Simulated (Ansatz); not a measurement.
8 gas-phase steps of group 14 species, written in SMILES but for small gases and atoms, in each of which the number of molecules changes. Reaction energies in kJ/mol, right side less left side, on B3LYP-D3(BJ)/def2-TZVP stationary points reached from drawn starts (curvature not checked).

```csv
row,step,B3LYP/def2-TZVPP,wB97M-V/def2-TZVPP
1,3 [O+]#[Si-] → [o+]1[si-][o+][si-][o+][si-]1,-459.3,-504.7
2,3 H2 + [O+]#[Si-] → H2O + SiH4,-150.4,-156.6
3,3 H2O + SiH4 → O=[Si](O)O + 4 H2,-66.8,-67.8
4,H2 + [O+]#[Si-] → O=[SiH2],-14.0,-9.7
5,[SnH4] → [SnH2] + H2,77.1,98.5
6,[SnH2]=[SnH2] → 2 [SnH2],107.0,?
7,[SnH3][SnH3] → 2 [SnH3] (multiplicity 2),237.2,255.2
8,SiH4 → [SiH2] + H2,251.1,253.2
```

No zero-point or thermal terms; singlets are restricted closed shells; open shells are unrestricted; no spin–orbit coupling. One arrangement of each flexible species, with no search for the lowest.

Programs: Ansatz (Gaussian basis). Each number belongs to the level named beside it. Elements past Kr take the def2 small-core potentials, without spin–orbit coupling.

The rows were drawn at random from the listed steps of this kind that kept their bonds on relaxing, hold no state known to be excited and rest on sound references (no strong spin contamination, no T1 past 0.05 where coupled cluster ran); sets that span under 5 kcal/mol aren't shown. They stand in the order of the third column.

Fit a straight line y = a + b·x through the complete rows, with x the B3LYP/def2-TZVPP and y the wB97M-V/def2-TZVPP value, and use it for row 6. How does it compare with the computed value?

Means over the 7 complete rows: x -17.87, y -18.84. Σ(x − x̄)(y − ȳ) = 389375.26 and Σ(x − x̄)² = 361258.63, so b = 1.078 and a = -18.84 − 1.078 × (-17.87) = 0.42 kJ/mol. The residuals have rms 10.08 and median size 5.11 kJ/mol; without the fit y − x has mean -0.97 and median 2.10 kJ/mol. For row 6 the line gives 0.42 + 1.078 × (107.0) = 115.8 kJ/mol. The computed wB97M-V/def2-TZVPP value is 108.8 kJ/mol, 7.0 kJ/mol below the line. wB97M-V/def2-TZVPP is a functional with errors of its own, not an exact or measured value.

Ansatz is an electronic-structure program.
